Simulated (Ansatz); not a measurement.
Ge3⁺, relaxed as a doublet with UKS PBE0-D4/def2-TZVP in Ansatz, starting from the GFN1-xTB geometry. Force threshold 0.02 eV/Å.

The charge 1 doublet is spin-contaminated (final ⟨S²⟩ up to 1.32, 0.75 for a pure state). The relaxation made no stability test and no search for a lower SCF solution. The structure comes from a short search, and lower isomers may exist.

Start:

```xyz
3

Ge    0.5650   -0.0163   -1.0785
Ge   -1.3550   -0.6591   -0.0119
Ge    0.7900    0.6754    1.0904
```

**Question.** Estimate the energy that the relaxation releases and the steps that it takes.

**Answer.** 9.3 kJ/mol, in 6 steps; 23 s on 4 threads of Arm Neoverse V1 on a shared host. No frequencies were taken in this run, so the end may be a saddle point.

**Question.** Does the start keep its bonding and symmetry?

**Answer.** By distances, no bond broke or formed. The bond that changes most is Ge1–Ge3, from 2.29 to 2.40 Å (atoms count from 1). Point group C2v at the start, C2v at the end, both within 0.05 Å.

**Question.** Predict the relaxed structure.

**Answer.** 
```xyz
3

Ge    0.620   -0.018   -1.184
Ge   -1.338   -0.631    0.063
Ge    0.719    0.649    1.121
```
Bond lengths: 3 × Ge–Ge 2.40 to 2.64 Å.
